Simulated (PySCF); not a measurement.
Rb⁺: ionisation energy

Rb⁺ [Kr] (1S) → Rb²⁺ [Ar] 3d10 4s2 4p5 (2P), as a difference of total energies. Computed with PySCF 2.14 in cc-pVDZ-X2C (6s5p3d, 36 functions), with the spin-free X2C one-electron Hamiltonian (Gaussian nucleus). Correlated levels: valence: [Ar] 3d10 4s2 frozen. The calculations carry no spin-orbit coupling.

```tsv
method	ionisation energy (eV)	difference from reference (eV)
UHF	27.262	-0.028
TPSS	28.322	+1.032
LDA	28.572	+1.282
MP2 (valence)	27.371	+0.081
SCS-MP2 (valence)	27.362	+0.072
CCSD (valence)	27.380	+0.090
CCSD(T) (valence)	27.381	+0.091
```

Reference: 27.290 eV (measured; NIST Atomic Spectra Database, ionization energies).

The reference lies between the lowest fine-structure levels, while these numbers refer to the centres of the terms.

Errors of the correlated levels include the incompleteness of this basis and the frozen core.
